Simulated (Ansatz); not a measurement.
Basis sets compared for the cluster Ge₂Te₃. The state is a singlet with charge 0. Geometry B3LYP-D4/def2-SVP. Ansatz on 4 threads of Arm Neoverse V1 on a shared host; times are rough, and most runs start from earlier orbitals.

```tsv
atom	x (Å)	y (Å)	z (Å)
Ge1	0.603	1.493	0.592
Ge2	-0.069	-1.397	-0.993
Te3	-0.418	-0.903	1.825
Te4	-2.026	0.464	0.012
Te5	1.910	0.343	-1.435
```

In the def2 sets Te takes a core potential; there is no spin–orbit coupling. The structure comes from a short search, and lower isomers may exist.

Binding counts from free atoms (Ge triplet, Te triplet) in the same basis, without a counterpoise term.

```json
{"level": "PBE-D4/def2-SVP", "functions": "142", "energy (Eh)": "-4957.0841", "HOMO (eV)": "-4.92", "LUMO (eV)": "-3.50", "binding per atom (eV)": "2.78", "wall time": "2.1 s"}
{"level": "PBE0-D4/def2-SVP", "functions": "142", "energy (Eh)": "-4957.2235", "HOMO (eV)": "-5.86", "LUMO (eV)": "-2.85", "binding per atom (eV)": "2.59", "wall time": "4.5 s"}
```

Estimate the rows for PBE-D4/def2-TZVP (with forces), PBE0-D4/def2-TZVP.


```tsv
level	functions	energy (Eh)	HOMO (eV)	LUMO (eV)	binding per atom (eV)	wall time
PBE-D4/def2-TZVP (with forces)	246	-4957.6383	-4.96	-3.48	2.81	5.5 s
PBE0-D4/def2-TZVP	246	-4957.7765	-5.86	-2.80	2.62	13 s
```
